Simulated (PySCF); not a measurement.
Electron correlation in Ta⁴⁸⁺ (tantalum, charge +48)

Starting occupation: [Ar] 3d7, 3d3/2 with m_j = -3/2, -1/2, +1/2, +3/2, 3d5/2 with m_j = +1/2, +3/2, +5/2. Calculation: PySCF 2.14, in an uncontracted even-tempered set (15 s from 12 bohr⁻², ratio 2.8; 13 p from 16 bohr⁻², ratio 2.8; 8 d from 16 bohr⁻², ratio 2.8; 3 f from 56 bohr⁻², ratio 3); X2C-1e with screened-nucleus spin-orbit coupling, Gaussian nucleus. Frozen: [Ne]; 15 electrons correlated; the 78 highest virtual spinors left out.

MP2 pair energies summed by pair of shells (mhartree):

```csv
pair,energy,share (%)
3d3/2-3d5/2,-91.22,17.6
3d3/2-3p3/2,-83.93,16.2
3d5/2-3p3/2,-80.16,15.5
3d3/2-3d3/2,-55.94,10.8
3p3/2-3p3/2,-39.14,7.6
3p1/2-3p3/2,-27.74,5.4
3d3/2-3p1/2,-23.64,4.6
3p3/2-3s1/2,-22.16,4.3
3d3/2-3s1/2,-20.28,3.9
3d5/2-3d5/2,-19.76,3.8
3d5/2-3p1/2,-17.75,3.4
3d5/2-3s1/2,-14.07,2.7
3p1/2-3s1/2,-10.34,2.0
3p1/2-3p1/2,-6.42,1.2
3s1/2-3s1/2,-4.72,0.9
```

Total MP2 correlation energy: -517.28 mhartree.

At this charge the one-electron X2C treatment keeps the bare 1/r₁₂, with no two-electron picture change or Breit term. The effect here is smaller than on the frozen 1s shell.
